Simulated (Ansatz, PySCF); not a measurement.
Te(SH)(GeH3) (GeH4STe), SMILES [Te](S)[GeH3]. Atoms are numbered in the order given.

```xyz
7

Te    -0.0165     0.3798     0.9050
S      1.5572     1.5117    -0.6083
H      0.6753     2.4208    -1.0902
Ge    -0.7961    -1.2941    -0.9179
H      0.4135    -2.1032    -1.4196
H     -1.8405    -2.2292    -0.2705
H     -1.4317    -0.5130    -2.0840
```

Geometry optimised at B3LYP-D3(BJ)/def2-SVP. The structure was generated by enumeration, and PubChem lists no compound with its InChIKey, so it may never have been made. The def2 effective core potentials stand for the cores of Te; spin–orbit coupling is left out. Other conformers were not sampled.

Two levels are set side by side: PBE-D3(BJ)/def2-SVP (Ansatz, a first-principles code) and B3LYP-D3(BJ)/def2-SVP (Ansatz). Each level has its own optimised geometry; the coordinates shown are those of the second. Frequencies come from the Hessian of PySCF at each geometry. Differences are taken from unrounded values.

```csv
quantity,B3LYP-D3(BJ)
mean bond length (Å),1.839
bond Te1–S2 (Å),2.459
bond Te1–Ge4 (Å),2.595
bond S2–H3 (Å),1.355
bond Ge4–H5 (Å),1.539
bond Ge4–H6 (Å),1.544
bond Ge4–H7 (Å),1.541
highest harmonic wavenumber (cm⁻¹),2654
mean harmonic wavenumber (cm⁻¹),956
zero-point energy (kcal/mol),20.51
```

### Question
What does PBE-D3(BJ) give, and how far is it from B3LYP-D3(BJ)? (Estimate from the structure and the level; the computed values follow.)

### Answer

```csv
quantity,PBE-D3(BJ),PBE-D3(BJ) minus B3LYP-D3(BJ)
mean bond length (Å),1.844,0.005
bond Te1–S2 (Å),2.454,-0.005
bond Te1–Ge4 (Å),2.593,-0.002
bond S2–H3 (Å),1.365,0.010
bond Ge4–H5 (Å),1.549,0.010
bond Ge4–H6 (Å),1.554,0.010
bond Ge4–H7 (Å),1.550,0.010
highest harmonic wavenumber (cm⁻¹),2590,-64
mean harmonic wavenumber (cm⁻¹),930,-27
zero-point energy (kcal/mol),19.93,-0.57
```
